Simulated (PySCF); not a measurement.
## How methods differ on the ionisation energy of Pb²⁺

Pb²⁺ [Xe] 4f14 5d10 6s2 (1S) → Pb³⁺ [Xe] 4f14 5d10 6s1 (2S), as a difference of total energies. Computed with PySCF 2.14 in aug-cc-pwCVTZ-DK3 (11s10p8d5f1g, 125 functions), with scalar relativity by spin-free X2C-1e. Correlated levels: valence: [Xe] 4f14 5d10 frozen. The calculations carry no spin-orbit coupling.

| method | ionisation energy (eV) | error (eV) |
| --- | --- | --- |
| UHF | 29.771 | -2.166 |
| MP2 (valence) | 30.358 | -1.579 |
| SCS-MP2 (valence) | 30.476 | -1.461 |
| CCSD (valence) | 30.535 | -1.402 |

Reference: 31.937 eV (measured; NIST Atomic Spectra Database, ionization energies).

Errors of the correlated levels include the incompleteness of this basis and the frozen core.

With two correlated electrons CCSD is exact in that space.
